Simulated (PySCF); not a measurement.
NMR data sheet: C3H11NP2Si

```yaml
Formula: C3H11NP2Si
SMILES: CN(C)/C([SiH3])=P/P
InChI: InChI=1S/C3H11NP2Si/c1-4(2)3(7)6-5/h5H2,1-2,7H3
Point_group_of_the_computed_structure: C1
Carbon_signals: 2
Proton_signals: 3
```

Atom-mapped SMILES (the numbers label the heavy atoms): `[CH3:1][N:2]([CH3:3])/[C:4]([SiH3:5])=[P:6]/[PH2:7]` (H(Xn): hydrogen on atom n).

Theoretical values (PySCF 2.14): shielding tensors at PBE0/pcSseg-1 (GIAO), structure optimised with GFN2-xTB. Rapidly exchanging positions averaged, relativity neglected, isolated molecule, one conformer.

Shifts are taken against calculated references (same method and geometry level): TMS for 1H (σ = 31.72 ppm) and 13C (σ = 186.93 ppm) and 29Si (σ = 349.16 ppm); 31P (σ = 318.38 ppm) vs H3PO4; 15N (σ = 267.73 ppm) against NH3.

| carbon | δC, type | δH (multiplicity) | HMBC from (2–3 bonds) | span of the C tensor (ppm) |
| --- | --- | --- | --- | --- |
| C1/C3 | 47.6, CH3 | 3.29 (s) | H(C1)/H(C3) | 64 |
| C4 | 212.5, C | – | H(Si5), H(C1)/H(C3), H(P7) | 332 |

Other nuclei:
| atoms | nucleus | environment | δ (ppm) | σ (ppm) |
| --- | --- | --- | --- | --- |
| H(Si5) | 1H | hydrogen on a silicon bonded to C | 4.76 | 26.96 |
| H(P7) | 1H | hydrogen on a phosphorus bonded to P | 3.00 | 28.72 |
| P6 | 31P | phosphorus bonded to C, P | 97.5 | 220.9 |
| P7 | 31P | phosphorus bonded to P, 2 H | -214.7 | 533.1 |
| Si5 | 29Si | silicon bonded to C, 3 H | -89.0 | 438.2 |
| N2 | 15N | nitrogen bonded to 3 C | 139.9 | 127.8 |

- δC 212.5: carbon double-bonded to a heavier main-group atom.
- δC 47.6: methyl carbon bonded to N; pulled downfield by the heteroatom.
- δH 4.76: hydrogen on a silicon bonded to C.
- δH 3.29: hydrogen on a methyl carbon bonded to N; its carbon carries N, which withdraws density.
- δH 3.00: hydrogen on a phosphorus bonded to P.

Splittings by 31P in the carbon and heteronuclear signals aren't shown, as no couplings were computed. Shifts are as computed. Against solution values, carbons near 30 ppm lie about +3 ppm off and those near 130 ppm about +5 ppm. Of 1211 compounds with measured shifts, 218 miss one by over three times the rms of a fit or turn the order of signals round; such compounds aren't used in these exercises. Experimental scales use liquid or dissolved standards, which lie at an offset from isolated NH3 (liquid NH3: subtract about 20 ppm) and H3PO4. No couplings were computed; multiplicities are counted from neighbouring protons, with m where these are inequivalent, close in shift, in a saturated or five-membered ring or joined by F or P, and br s for small geminal =CH2 splittings.
